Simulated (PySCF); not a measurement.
## Excitation energy of Mo²⁺ by level of theory

Mo²⁺ [Kr] 4d4 (5D) → Mo²⁺ [Kr] 4d3 5p1 (high-spin determinant), as a difference of total energies. Computed with PySCF 2.14 in x2c-TZVPPall with one added diffuse shell each of s, p, d, f type (9s7p7d3f1g, 95 functions), with the spin-free X2C one-electron Hamiltonian (Gaussian nucleus). Correlated levels: valence: [Kr] frozen. The calculations carry no spin-orbit coupling.

| method | excitation energy (cm⁻¹) |
| --- | --- |
| UHF | 74096 |
| MP2 (valence) | 76094 |
| SCS-MP2 (valence) | 74762 |
| CCSD (valence) | 75740 |
| CCSD(T) (valence) | 75602 |

A first-order spin-orbit estimate (lowest level to lowest level, LS coupling) adds -0.157 eV.

The determinant of the upper state mixes LS terms, which raises its energy above the lowest term, most at the Hartree-Fock and MP2 levels.
